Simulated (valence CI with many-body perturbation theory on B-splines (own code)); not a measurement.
Ho¹⁷⁺: key properties

Calculated by configuration interaction combined with many-body perturbation theory (CI+MBPT): four valence electrons over a frozen Dirac-Fock core [Kr] 4d10, radial functions for each j: 8 s, 8 p, 9 d, 9 f, 6 g, 3 h, 2 i, with the one-electron correlation potential Σ1, the two-electron term Σ2, the three-electron term Σ3, Breit, model QED; selected CI, second order for the rest (own B-spline code, finite nucleus).

No measured levels were compared; by estimate terms of the open shell hold to a few per cent of their energy, and close levels can change places. Core correlation moves these levels by up to 3400 cm⁻¹, and in measured spectra 5 to 20 % of such shifts remained as error; rates that hang on mixing are uncertain with them. Only levels of the ground parity were solved; by the run's estimate the other parity begins above the list, which can be wrong where configurations are misplaced.

Rates and lifetimes use the calculated energies. Strong lines usually hold to 10 to 20 %, long lifetimes can be off by a factor of two.

**Question.** What is the ground level?

**Answer.** 4f4 5I_4, composition 93 % 4f4 5I + 7 % 4f4 3H, g = 0.613.

**Question.** Name the longest-lived excited levels whose lifetime is computed, and their main decay.

**Answer.** 4f4 5F_2 at 26680 cm⁻¹ lives 229 s, mostly by M1 to 4f4 5F_1. The lifetime of 4f4 5F_1 is too uncertain to give, and may be longer.

**Question.** How is the term 5I of the ground level split?

**Answer.** J = 4 at 0.0, J = 5 at 5237, J = 6 at 10472, J = 7 at 15522, J = 8 at 20345 cm⁻¹.

**Question.** What is the ionisation energy?

**Answer.** 397.94 eV; NIST lists 408 ± 20 eV (theoretical).

**Question.** How well does LS coupling describe the low levels?

**Answer.** Among the lowest 20 levels the leading LS term, summed over configurations, holds 73 % on average. For single configurations the figures are 73 % in LS and 58 % in jj coupling. Terms mix most in the J = 8 level at 40890 cm⁻¹, where the leading one holds 35 %.
